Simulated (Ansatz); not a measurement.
Geometry optimisation of AlClH₇NSi₂, SMILES `[NH2][AlH][SiH]([SiH3])Cl`.

```yaml
crystal:
  periodic: [false, false, false]
  atoms:
    - {symbol: N, position_ang: [-2.044131, 0.841423, -0.823417]}
    - {symbol: Al, position_ang: [-1.733685, 0.123880, 0.783013]}
    - {symbol: Si, position_ang: [0.659688, -0.206064, 1.224629]}
    - {symbol: Si, position_ang: [1.830361, -0.749758, -0.742772]}
    - {symbol: Cl, position_ang: [1.396684, 1.691893, 1.828854]}
    - {symbol: H, position_ang: [-2.961567, 1.114199, -1.185871]}
    - {symbol: H, position_ang: [-1.319549, 1.097529, -1.500052]}
    - {symbol: H, position_ang: [-2.980351, -0.186242, 1.732714]}
    - {symbol: H, position_ang: [1.017820, -1.194338, 2.307422]}
    - {symbol: H, position_ang: [1.485735, 0.266964, -1.801764]}
    - {symbol: H, position_ang: [1.402608, -2.107759, -1.243403]}
    - {symbol: H, position_ang: [3.323287, -0.746628, -0.545554]}
basis:
  gaussian: {orbitals: def2-TZVP}
hamiltonian: {xc: pbe0, dispersion: d4}
relax: {f_tol: 0.005, max_steps: 150}
```

```sh
$ ansatz run in.yaml --threads 4 --pin off --events-out ev --progress --plain --max-ram 10444MiB
```

Shortened log:

```
Functional definition: PBE0
mean field -36467.08774324 eV, -1340.1407562844 hartree, gradient 6.2e-5 eV, S^2 0.000000; 0 other end points of the search recorded, 0 dependent functions left out
relax step   1: F+E_penalty+E_count = -36467.36890222 eV  Δ(F+E_penalty+E_count) = +0.000e0 eV  max|allowed force component| = 5.925e-1 eV/Å  Δτ_max = 0.0000 Å  (28 SCF iters, accepted)
mean field -36467.12351978 eV, -1340.1420710477 hartree, gradient 8.5e-6 eV, S^2 0.000000; 0 other end points of the search recorded, 0 dependent functions left out
relax step   2: F+E_penalty+E_count = -36467.40566061 eV  Δ(F+E_penalty+E_count) = -3.676e-2 eV  max|allowed force component| = 2.291e-1 eV/Å  Δτ_max = 0.0439 Å  (31 SCF iters, accepted)
mean field -36467.12620464 eV, -1340.1421697146 hartree, gradient 8.5e-6 eV, S^2 0.000000; 0 other end points of the search recorded, 0 dependent functions left out
relax step   3: F+E_penalty+E_count = -36467.40835974 eV  Δ(F+E_penalty+E_count) = -2.699e-3 eV  max|allowed force component| = 1.378e-1 eV/Å  Δτ_max = 0.0608 Å  (30 SCF iters, accepted)
mean field -36467.12890668 eV, -1340.1422690127 hartree, gradient 8.7e-6 eV, S^2 0.000000; 0 other end points of the search recorded, 0 dependent functions left out
relax step   4: F+E_penalty+E_count = -36467.41078311 eV  Δ(F+E_penalty+E_count) = -2.423e-3 eV  max|allowed force component| = 1.593e-1 eV/Å  Δτ_max = 0.0437 Å  (30 SCF iters, accepted)
mean field -36467.12985645 eV, -1340.1423039162 hartree, gradient 8.3e-6 eV, S^2 0.000000; 0 other end points of the search recorded, 0 dependent functions left out
relax step   5: F+E_penalty+E_count = -36467.41151047 eV  Δ(F+E_penalty+E_count) = -7.274e-4 eV  max|allowed force component| = 1.039e-1 eV/Å  Δτ_max = 0.0101 Å  (32 SCF iters, accepted)
mean field -36467.13164222 eV, -1340.1423695418 hartree, gradient 8.3e-6 eV, S^2 0.000000; 0 other end points of the search recorded, 0 dependent functions left out
relax step   6: F+E_penalty+E_count = -36467.41238872 eV  Δ(F+E_penalty+E_count) = -8.782e-4 eV  max|allowed force component| = 3.073e-2 eV/Å  Δτ_max = 0.0334 Å  (31 SCF iters, accepted)
mean field -36467.12972597 eV, -1340.1422991211 hartree, gradient 8.4e-6 eV, S^2 0.000000; 0 other end points of the search recorded, 0 dependent functions left out
relax step   7: F+E_penalty+E_count = -36467.41018130 eV  Δ(F+E_penalty+E_count) = +2.207e-3 eV  max|allowed force component| = 8.958e-2 eV/Å  Δτ_max = 0.0342 Å  (31 SCF iters, rejected (line search))
mean field -36467.13240645 eV, -1340.1423976268 hartree, gradient 8.4e-6 eV, S^2 0.000000; 0 other end points of the search recorded, 0 dependent functions left out
relax step   8: F+E_penalty+E_count = -36467.41280230 eV  Δ(F+E_penalty+E_count) = -4.136e-4 eV  max|allowed force component| = 1.245e-2 eV/Å  Δτ_max = 0.0171 Å  (31 SCF iters, accepted)
mean field -36467.13360179 eV, -1340.1424415549 hartree, gradient 8.4e-6 eV, S^2 0.000000; 0 other end points of the search recorded, 0 dependent functions left out
relax step   9: F+E_penalty+E_count = -36467.41316445 eV  Δ(F+E_penalty+E_count) = -3.621e-4 eV  max|allowed force component| = 2.160e-2 eV/Å  Δτ_max = 0.0407 Å  (31 SCF iters, accepted)
mean field -36467.13397380 eV, -1340.1424552261 hartree, gradient 8.4e-6 eV, S^2 0.000000; 0 other end points of the search recorded, 0 dependent functions left out
relax step  10: F+E_penalty+E_count = -36467.41330968 eV  Δ(F+E_penalty+E_count) = -1.452e-4 eV  max|allowed force component| = 1.568e-2 eV/Å  Δτ_max = 0.0195 Å  (31 SCF iters, accepted)
mean field -36467.13500632 eV, -1340.1424931703 hartree, gradient 9.0e-6 eV, S^2 0.000000; 0 other end points of the search recorded, 0 dependent functions left out
relax step  11: F+E_penalty+E_count = -36467.41346024 eV  Δ(F+E_penalty+E_count) = -1.506e-4 eV  max|allowed force component| = 5.414e-2 eV/Å  Δτ_max = 0.1053 Å  (30 SCF iters, accepted)
mean field -36467.13521663 eV, -1340.1425008989 hartree, gradient 8.4e-6 eV, S^2 0.000000; 0 other end points of the search recorded, 0 dependent functions left out
relax step  12: F+E_penalty+E_count = -36467.41366268 eV  Δ(F+E_penalty+E_count) = -2.024e-4 eV  max|allowed force component| = 6.600e-2 eV/Å  Δτ_max = 0.0258 Å  (31 SCF iters, accepted)
mean field -36467.13530582 eV, -1340.1425041769 hartree, gradient 8.4e-6 eV, S^2 0.000000; 0 other end points of the search recorded, 0 dependent functions left out
relax step  13: F+E_penalty+E_count = -36467.41436588 eV  Δ(F+E_penalty+E_count) = -7.032e-4 eV  max|allowed force component| = 2.527e-2 eV/Å  Δτ_max = 0.0395 Å  (31 SCF iters, accepted)
mean field -36467.13545731 eV, -1340.1425097438 hartree, gradient 8.4e-6 eV, S^2 0.000000; 0 other end points of the search recorded, 0 dependent functions left out
relax step  14: F+E_penalty+E_count = -36467.41468853 eV  Δ(F+E_penalty+E_count) = -3.226e-4 eV  max|allowed force component| = 2.202e-2 eV/Å  Δτ_max = 0.0510 Å  (31 SCF iters, accepted)
mean field -36467.13472143 eV, -1340.1424827008 hartree, gradient 1.4e-5 eV, S^2 0.000000; 0 other end points of the search recorded, 0 dependent functions left out
relax step  15: F+E_penalty+E_count = -36467.41418012 eV  Δ(F+E_penalty+E_count) = +5.084e-4 eV  max|allowed force component| = 1.328e-1 eV/Å  Δτ_max = 0.1646 Å  (30 SCF iters, rejected (line search))
mean field -36467.13570211 eV, -1340.1425187403 hartree, gradient 8.6e-6 eV, S^2 0.000000; 0 other end points of the search recorded, 0 dependent functions left out
relax step  16: F+E_penalty+E_count = -36467.41505410 eV  Δ(F+E_penalty+E_count) = -3.656e-4 eV  max|allowed force component| = 3.462e-2 eV/Å  Δτ_max = 0.0805 Å  (30 SCF iters, accepted)
mean field -36467.13555834 eV, -1340.1425134566 hartree, gradient 8.3e-6 eV, S^2 0.000000; 0 other end points of the search recorded, 0 dependent functions left out
relax step  17: F+E_penalty+E_count = -36467.41511002 eV  Δ(F+E_penalty+E_count) = -5.592e-5 eV  max|allowed force component| = 4.174e-2 eV/Å  Δτ_max = 0.0512 Å  (31 SCF iters, accepted)
[...]
mean field -36467.13581838 eV, -1340.1425230132 hartree, gradient 8.3e-6 eV, S^2 0.000000; 0 other end points of the search recorded, 0 dependent functions left out
relax step  22: F+E_penalty+E_count = -36467.41542336 eV  Δ(F+E_penalty+E_count) = +7.792e-6 eV  max|allowed force component| = 2.675e-2 eV/Å  Δτ_max = 0.0079 Å  (32 SCF iters, rejected (line search))
mean field -36467.13579827 eV, -1340.1425222739 hartree, gradient 1.5e-5 eV, S^2 0.000000; 0 other end points of the search recorded, 0 dependent functions left out
relax step  23: F+E_penalty+E_count = -36467.41545882 eV  Δ(F+E_penalty+E_count) = -2.767e-5 eV  max|allowed force component| = 2.789e-3 eV/Å  Δτ_max = 0.0038 Å  (24 SCF iters, accepted)
mean field -36467.13590967 eV, -1340.1425263679 hartree, gradient 2.3e-5 eV, S^2 0.000000; 0 other end points of the search recorded, 0 dependent functions left out
relax step  24: F+E_penalty+E_count = -36467.41547048 eV  Δ(F+E_penalty+E_count) = -1.166e-5 eV  max|allowed force component| = 6.816e-3 eV/Å  Δτ_max = 0.0063 Å  (23 SCF iters, accepted)
mean field -36467.13604379 eV, -1340.1425312967 hartree, gradient 1.1e-5 eV, S^2 0.000000; 0 other end points of the search recorded, 0 dependent functions left out
relax step  25: F+E_penalty+E_count = -36467.41548588 eV  Δ(F+E_penalty+E_count) = -1.540e-5 eV  max|allowed force component| = 3.343e-3 eV/Å  Δτ_max = 0.0066 Å  (24 SCF iters, accepted)
mean field -36467.13618739 eV, -1340.1425365738 hartree, gradient 1.2e-5 eV, S^2 0.000000; 0 other end points of the search recorded, 0 dependent functions left out
relax step  26: F+E_penalty+E_count = -36467.41550247 eV  Δ(F+E_penalty+E_count) = -1.659e-5 eV  max|allowed force component| = 4.506e-3 eV/Å  Δτ_max = 0.0075 Å  (24 SCF iters, accepted)
mean field -36467.13648352 eV, -1340.1425474563 hartree, gradient 8.4e-6 eV, S^2 0.000000; 0 other end points of the search recorded, 0 dependent functions left out
relax step  27: F+E_penalty+E_count = -36467.41552882 eV  Δ(F+E_penalty+E_count) = -2.635e-5 eV  max|allowed force component| = 8.340e-3 eV/Å  Δτ_max = 0.0185 Å  (31 SCF iters, accepted)
mean field -36467.13659076 eV, -1340.1425513976 hartree, gradient 8.4e-6 eV, S^2 0.000000; 0 other end points of the search recorded, 0 dependent functions left out
relax step  28: F+E_penalty+E_count = -36467.41554224 eV  Δ(F+E_penalty+E_count) = -1.341e-5 eV  max|allowed force component| = 9.521e-3 eV/Å  Δτ_max = 0.0106 Å  (32 SCF iters, accepted)
mean field -36467.13664689 eV, -1340.1425534602 hartree, gradient 8.4e-6 eV, S^2 0.000000; 0 other end points of the search recorded, 0 dependent functions left out
relax step  29: F+E_penalty+E_count = -36467.41555536 eV  Δ(F+E_penalty+E_count) = -1.313e-5 eV  max|allowed force component| = 1.267e-2 eV/Å  Δτ_max = 0.0115 Å  (32 SCF iters, accepted)
mean field -36467.13663926 eV, -1340.1425531799 hartree, gradient 1.4e-5 eV, S^2 0.000000; 0 other end points of the search recorded, 0 dependent functions left out
relax step  30: F+E_penalty+E_count = -36467.41556733 eV  Δ(F+E_penalty+E_count) = -1.197e-5 eV  max|allowed force component| = 1.315e-2 eV/Å  Δτ_max = 0.0085 Å  (24 SCF iters, accepted)
mean field -36467.13649190 eV, -1340.1425477645 hartree, gradient 8.4e-6 eV, S^2 0.000000; 0 other end points of the search recorded, 0 dependent functions left out
relax step  31: F+E_penalty+E_count = -36467.41557076 eV  Δ(F+E_penalty+E_count) = -3.424e-6 eV  max|allowed force component| = 1.585e-2 eV/Å  Δτ_max = 0.0268 Å  (31 SCF iters, accepted)
mean field -36467.13658432 eV, -1340.1425511606 hartree, gradient 8.4e-6 eV, S^2 0.000000; 0 other end points of the search recorded, 0 dependent functions left out
relax step  32: F+E_penalty+E_count = -36467.41558745 eV  Δ(F+E_penalty+E_count) = -1.669e-5 eV  max|allowed force component| = 2.119e-2 eV/Å  Δτ_max = 0.0247 Å  (31 SCF iters, accepted)
mean field -36467.13664372 eV, -1340.1425533436 hartree, gradient 1.1e-5 eV, S^2 0.000000; 0 other end points of the search recorded, 0 dependent functions left out
relax step  33: F+E_penalty+E_count = -36467.41562025 eV  Δ(F+E_penalty+E_count) = -3.280e-5 eV  max|allowed force component| = 1.373e-2 eV/Å  Δτ_max = 0.0067 Å  (24 SCF iters, accepted)
mean field -36467.13661724 eV, -1340.1425523704 hartree, gradient 2.1e-5 eV, S^2 0.000000; 0 other end points of the search recorded, 0 dependent functions left out
relax step  34: F+E_penalty+E_count = -36467.41563351 eV  Δ(F+E_penalty+E_count) = -1.325e-5 eV  max|allowed force component| = 9.232e-3 eV/Å  Δτ_max = 0.0022 Å  (23 SCF iters, accepted)
mean field -36467.13659369 eV, -1340.1425515050 hartree, gradient 8.4e-6 eV, S^2 0.000000; 0 other end points of the search recorded, 0 dependent functions left out
relax step  35: F+E_penalty+E_count = -36467.41564257 eV  Δ(F+E_penalty+E_count) = -9.059e-6 eV  max|allowed force component| = 6.420e-3 eV/Å  Δτ_max = 0.0093 Å  (32 SCF iters, accepted)
mean field -36467.13657095 eV, -1340.1425506693 hartree, gradient 8.4e-6 eV, S^2 0.000000; 0 other end points of the search recorded, 0 dependent functions left out
relax step  36: F+E_penalty+E_count = -36467.41564905 eV  Δ(F+E_penalty+E_count) = -6.481e-6 eV  max|allowed force component| = 5.216e-3 eV/Å  Δτ_max = 0.0155 Å  (32 SCF iters, accepted)
mean field -36467.13657037 eV, -1340.1425506483 hartree, gradient 8.4e-6 eV, S^2 0.000000; 0 other end points of the search recorded, 0 dependent functions left out
relax step  37: F+E_penalty+E_count = -36467.41565107 eV  Δ(F+E_penalty+E_count) = -2.024e-6 eV  max|allowed force component| = 5.006e-3 eV/Å  Δτ_max = 0.0096 Å  (32 SCF iters, accepted)
mean field -36467.13658125 eV, -1340.1425510479 hartree, gradient 2.6e-5 eV, S^2 0.000000; 0 other end points of the search recorded, 0 dependent functions left out
relax step  38: F+E_penalty+E_count = -36467.41565252 eV  Δ(F+E_penalty+E_count) = -1.448e-6 eV  max|allowed force component| = 4.914e-3 eV/Å  Δτ_max = 0.0061 Å  (23 SCF iters, accepted)
mean field -36467.13658125 eV, -1340.1425510479 hartree, gradient 2.9e-5 eV, S^2 0.000000; 1 other end points of the search recorded, 0 dependent functions left out
Total energy: -36467.41569519 eV, -1340.1528082962 hartree
Atom 0 at    -2.122823     0.638121    -0.889940 Å, force     0.004914    -0.001720     0.004073 eV/Å
Atom 1 at    -1.704862     0.305418     0.793348 Å, force    -0.000863     0.001078    -0.002476 eV/Å
Atom 2 at     0.656798    -0.224955     1.204556 Å, force    -0.000802    -0.000200    -0.000748 eV/Å
Atom 3 at     1.869007    -0.625860    -0.756019 Å, force     0.000215     0.000300    -0.001430 eV/Å
Atom 4 at     1.508094     1.445382     2.131966 Å, force    -0.000170     0.000089    -0.000092 eV/Å
Atom 5 at    -3.039362     0.900834    -1.216602 Å, force    -0.000236     0.000178    -0.000875 eV/Å
Atom 6 at    -1.471659     0.624161    -1.658719 Å, force    -0.003510     0.000696    -0.000032 eV/Å
Atom 7 at    -2.841585     0.400495     1.891635 Å, force    -0.000189    -0.000020    -0.000020 eV/Å
Atom 8 at     0.878902    -1.370758     2.133021 Å, force    -0.000033    -0.000092     0.000190 eV/Å
Atom 9 at     1.628746     0.479739    -1.724200 Å, force     0.000535    -0.000905     0.000786 eV/Å
Atom 10 at     1.385462    -1.893762    -1.372139 Å, force     0.000388     0.000694     0.000390 eV/Å
Atom 11 at     3.330182    -0.733715    -0.503109 Å, force    -0.000248    -0.000099     0.000235 eV/Å
Dipole moment:    -0.302695    -0.148117    -0.364908 e Å
```

It took 2.3 min on 4 threads of an AMD EPYC 7B13 on a shared host, with 0.75 GiB of host memory at the peak.
